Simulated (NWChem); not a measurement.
System: CHCl2, doublet; SMILES [CH](Cl)Cl

Computed with NWChem. Spin-unrestricted. In the optimisation the excess spin sits in a' (Cs, its own frame). The geometry was optimised at PBE0/def2-SVP, spin-unrestricted. No stability test was run on the SCF state. B3LYP is NWChem's, with the RPA form of VWN correlation. Vertical excitations in the gas phase; the lowest state need not have the same character in each row. Excited states of an open shell can be spin-contaminated.

```csv
level,lowest excitation (eV),oscillator strength of that lowest state,"lowest empty minus highest occupied level, either spin (eV)"
"PBE/def2-SVPD, TDA",3.88,0.000,1.68
"B3LYP/def2-SVPD, TDA",4.18,0.000,3.59
"BHandHLYP/def2-SVPD, TDA",4.66,0.000,6.71
"CAM-B3LYP/def2-SVPD, TDA",4.48,0.000,6.69
```
